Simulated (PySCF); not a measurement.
A GIAO shielding run with PySCF 2.14.0 with density-fitted response routines (density fitting, non-relativistic, gas phase) on `Cc1cn(C(C)C)cp1`, C$_{7}$H$_{12}$NP:

```
$ OMP_NUM_THREADS=1 python probes_run.py task.json out

{"job": {"kind": "nmr", "xc": "PBE0", "basis": "pcSseg-1"}, "charge": 0, "multiplicity": 1}
C      3.310783     0.023522     0.964361
C      2.091636     0.603747     0.316985
C      0.836680     0.050840     0.397526
N     -0.126716     0.756084    -0.272544
C     -1.533889     0.355226    -0.324041
C     -1.699139    -0.980608    -1.035954
C     -2.159505     0.366138     1.064132
C      0.360398     1.865318    -0.883533
P      2.055797     2.096015    -0.658019
H      3.762946     0.726806     1.681710
H      4.087831    -0.220351     0.222524
H      3.071246    -0.901152     1.511391
H      0.557157    -0.861179     0.927080
H     -2.025920     1.131604    -0.929912
H     -1.227349    -0.955108    -2.028740
H     -2.766507    -1.215031    -1.163118
H     -1.241959    -1.799938    -0.460407
H     -3.239467     0.167324     0.996716
H     -1.715739    -0.407370     1.709286
H     -2.014717     1.341623     1.550281
H     -0.335708     2.491727    -1.443324
```

Hardware: 1 thread of an Arm Neoverse N1, shared host. The job also computes population analyses, field gradients, ring-centre shieldings.

(1) How large is the calculation?

(2) How long does it take, and how much memory does it need?

(3) And these other runs on the same molecule and hardware: GIAO shielding at mPW1PW91/pcSseg-1?

## Answers

(1) 76 electrons, 220 basis functions and 1154 auxiliary functions.

(2) 95 s of wall time, with 15 SCF cycles and 5 response iterations; peak memory 1 GiB. Times on a shared host scatter by some tens of per cent.

(3) mPW1PW91/pcSseg-1: 220 functions, 73 s.
